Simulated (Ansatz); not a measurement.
Consider the redistribution: `C[NH][Al]([CH3])[F]` + `C[N](C)[Zn][Br]` → `C[NH][Al]([F])[Br]` + `[CH3][Zn][N](C)C`.

Program: Ansatz. Geometries: PBE0-D4/def2-TZVP. ΔE: electronic, gas phase. CBS: MP2 limit from def2 TZ/QZ plus the TZ coupled-cluster correction, frozen cores. DFT in def2-TZVPP. For Br, Zn outer-core shells are correlated without core-valence functions, which leaves a few kJ/mol of doubt a bond. Scalar relativity is left out up to krypton. One conformer a species, not always the lowest.

CCSD(T)/CBS gives +0.07 eV.

Q: Another level gave +0.13 eV. Which?
A. PBE0-D4/def2-TZVPP
B. BLYP/def2-TZVPP
C. MP2/def2-TZVPP
D. BHLYP/def2-TZVPP

A: D. BHLYP 0.13, PBE0-D4 0.06, MP2/def2-TZVPP -0.06, BLYP 0.01 eV.

Q: What do rigid-rotor, harmonic-oscillator terms from PBE0-D4/def2-TZVP frequencies (298.15 K, 1 bar) make of the CCSD(T)/CBS value? (An estimate is asked.)

A: Ansatz gave: ΔZPE = +0.01 eV, ΔH = +0.07 eV, ΔS = 8 J/(mol·K), ΔG = +0.05 eV. Modes under 50 cm⁻¹ make the entropy rough.

Largest T1 diagnostic among the species: 0.014.

From PBE to PBE0 (25 % exact exchange), in def2-TZVPP and without D4, ΔE moves by +0.06 eV. Leaving LDA and LC-ωPBE aside and taking each functional with its dispersion term where it has one, the values, not all of them listed here, spread over 0.14 eV, from revPBE-D4 to BHLYP-D4.
